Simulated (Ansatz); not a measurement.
Isolated molecules relaxed with PBE0-D4/def2-TZVP in Ansatz; ΔE leaves out vibrations. CCSD(T)/CBS is the MP2 limit (def2-TZVPP, def2-QZVPP) plus CCSD(T) − MP2 in def2-TZVPP, frozen cores. This one scheme is used for every species. DFT in def2-TZVPP. For Ge outer-core shells are correlated without core-valence functions, which leaves a few kJ/mol of doubt a bond. Scalar relativity is left out up to krypton. One conformer a species, not always the lowest.

`[SH][GeH2][Cl]` + H₂O → `[OH][GeH2][SH]` + HCl  (formal hydrolysis of a Ge–Cl bond)

`[SH][GeH2][Cl]`:

Z-matrix (Å, degrees):
```
Ge
Cl 1 2.156
S 1 2.205 2 110.8
H 1 1.530 2 107.6 3 -116.4
H 1 1.532 2 105.9 3 120.9
H 3 1.343 1 94.0 2 72.4
```

H₂O:

```xyz
3

O     0.244    0.083   -0.292
H    -0.591   -0.387   -0.345
H     0.347    0.303    0.637
```

`[OH][GeH2][SH]`:

Cartesian coordinates in Å:
```
O 0.490 0.644 -1.371
Ge -0.569 -0.071 -0.135
S 0.501 -0.270 1.799
H 0.916 1.448 -1.063
H -1.766 0.843 0.173
H -0.955 -1.427 -0.728
H 1.384 -1.166 1.326
```

HCl:

Cartesian coordinates in Å:
```
Cl -0.097 0.175 0.607
H 0.097 -0.175 -0.607
```

| level | ΔE (kJ/mol) |
| --- | --- |
| revPBE-D4 | 44.9 |
| BLYP | 38.3 |
| CCSD/def2-TZVPP | 38.8 |
| HF/def2-QZVPP | 43.1 |

(1) What does CCSD(T)/CBS give? (Estimate.)

Largest T1 diagnostic among the species: 0.012.

## Answers

(1) The calculation gave: +43.9 kJ/mol. The listed levels differ from it by 1.0, -5.6, -5.1, -0.8 kJ/mol.

From BLYP to BHLYP (50 % exact exchange), in def2-TZVPP and without D4, ΔE moves by +4.3 kJ/mol. At CCSD(T), def2-SVP lies −11.4 kJ/mol from the extrapolated value and def2-TZVPP −5.4 kJ/mol. Leaving LDA and LC-ωPBE aside and taking each functional with its dispersion term where it has one, the values, not all of them listed here, spread over 8.9 kJ/mol, from CAM-B3LYP-D4 to HSE06-D4. LDA lies −3.4 kJ/mol from PBE without D4.
